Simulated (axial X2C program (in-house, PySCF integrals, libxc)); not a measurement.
**VF⁺ along the bond: PBE0, with spin–orbit coupling**

All values were computed with an axial X2C code built on PySCF integrals. Two-component (2c) means X2C with spin–orbit coupling and atomic mean-field two-electron Coulomb and Gaunt terms. Basis: V dyall-cv3z [10s10p6d4f2g], F dyall-av3z [7s6p3d2f] (cores contracted in-house); Gaussian nuclei, density fitting, unrestricted open shells. Masses: V 50.944 u, F 18.998 u.

State: Ω = 1/2 (⟨Sz⟩ = 1.50, ⟨Lz⟩ = -1.00 at PBE0). Dipoles are positive if F is the positive end and refer to the centre of mass.

```
R (Å)   μ (D)  HOMO (eV)  LUMO (eV)
1.492  -4.217     -12.08      -9.24
1.561  -4.750     -12.52      -9.38
1.612  -5.123     -12.82      -9.49
1.664  -5.476     -13.10      -9.60
1.715  -5.811     -13.36      -9.71
1.775  -6.180     -13.63      -9.84
1.835  -6.530     -13.87      -9.98
1.912  -6.949     -14.13     -10.23
2.006  -7.418     -14.37     -10.53
2.144  -8.006     -14.52     -10.89
```

**Question.** The minimum lies at 1.710 Å. What is the dipole moment there?

**Answer.** At PBE0, 2c, with the sign and origin stated: μ = -5.78 D.

The state is one determinant whose occupation by symmetry is held fixed; it was picked as the lowest of a PBE0 search that is not exhaustive. Density functionals use the spin component along the axis (collinear). PBE0 can misorder states that lie within some tenths of an eV, so this need not be the ground state of the molecule. The nearest other 2c determinant of the search, Ω = 5/2, lies 0.03 eV up at the distance of the search. Without a current term, density functionals place determinants with orbital angular momentum somewhat too high. With several unpaired electrons one determinant need not be a pure state.
